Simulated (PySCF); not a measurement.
YCl₃, SMILES [Cl][Y]([Cl])[Cl].

Coordinates come from a r2SCAN-D4/def2-SVP optimisation. The isomer is the one that the SMILES or the coordinates give; other isomers of the formula were not compared. The def2 effective core potentials stand for the cores of Y; spin–orbit coupling is left out.

Two levels are set side by side: TDA-PBE/def2-SVPD (PySCF) and TDA-CAM-B3LYP/def2-SVPD (PySCF). Vertical, same geometry. The lowest singlet is HOMO→LUMO 100 % with PBE and HOMO→LUMO 99 % with the other functional; states are paired by order. Differences are taken from unrounded values.

```
quantity                              TDA-CAM-B3LYP  TDA-PBE  TDA-PBE minus TDA-CAM-B3LYP
------------------------------------  -------------  -------  ---------------------------
lowest singlet excitation (eV)                 5.13     4.07                        -1.06
lowest triplet excitation (TDA) (eV)           5.11     4.06                        -1.05
```

Functionals without exact exchange tend to place singlet excitations lower, as here. Differences between two approximate levels are no errors against the true value.

Rough cost on one machine, each run with all the roots and properties that it gave: TDA-CAM-B3LYP against TDA-PBE about 4 times.
